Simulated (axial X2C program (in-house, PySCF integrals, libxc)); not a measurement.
Curves of ScNC⁺ from open-shell CI on d1 s0 p(π)0

Calculated with an axial X2C code built on PySCF integrals: two-component X2C with atomic mean-field Coulomb and Gaunt terms, basis Sc dyall-v3z, N dyall-v3z, C dyall-v3z (cores contracted in-house). Orbitals come from Hartree–Fock averaged over the configuration Sc d1 s0 p(π)0; CI then distributes these electrons over the d, s, p(π) shells of Sc.

Scan along the Sc–N bond with NC moving as one mass, its bond held at 1.170 Å; masses Sc 44.956 u, N 14.003 u, C 12.000 u. Energies in cm⁻¹ from the lowest point; levels are followed by energy order within each Ω. Lowest level at 2.018 Å: 100% d1.

```
R (Å)  (1)Ω=3/2  (1)Ω=5/2  (1)Ω=1/2  (2)Ω=3/2  (2)Ω=1/2
1.877      1658      1767      5558      5634      5942
1.947       344       456      4043      4116      5087
2.018         0       114      3487      3560      4979
2.099       516       633      3767      3840      5550
2.179      1715      1834      4746      4819      6651
2.270      3654      3775      6453      6527      8370
2.381      6548      6671      9089      9163     10916
```

Task: Fit the curves (1)Ω=3/2, (1)Ω=5/2, (1)Ω=1/2, (2)Ω=3/2, (2)Ω=1/2 near their minima.

Result: From the open-shell CI curves, Te from the lowest:

| level | Te (cm⁻¹) | Re (Å) | ωe (cm⁻¹) |
| --- | --- | --- | --- |
| (1)Ω=3/2 | 0 | 2.012 | 558.6 |
| (1)Ω=5/2 | 114 | 2.011 | 558.7 |
| (1)Ω=1/2 | 3477 | 2.032 | 538.6 |
| (2)Ω=3/2 | 3549 | 2.032 | 538.6 |
| (2)Ω=1/2 | 4946 | 1.994 | 505.2 |

Without dynamic correlation distances can be off by several hundredths of an Å (long for ionic bonds, short for multiple bonds) and the wavenumbers are rough.

There is no dynamic correlation: spin–orbit spacings and, for f shells, spacings inside one term are the most reliable numbers, splittings between terms come out too wide, and energies between configurations are not reliable, so the lowest level need not be the ground state of the molecule. For d shells the ligand-field splittings (σ, π, δ) and their order can be off by a thousand cm⁻¹ or more. At most 6 roots were kept for each Ω > 0 (twice that for Ω = 0) within 3.2 eV of the lowest, so higher up levels can be missing between those listed; levels with Ω > 0 are doubly degenerate and listed once, Ω = 0 levels singly. Some active spinors are only partly of the character that their shell is named for, so the shell names and counts are nominal. States that fill the shells left empty in the average are placed too high. The molecule was held linear; bending was not examined.
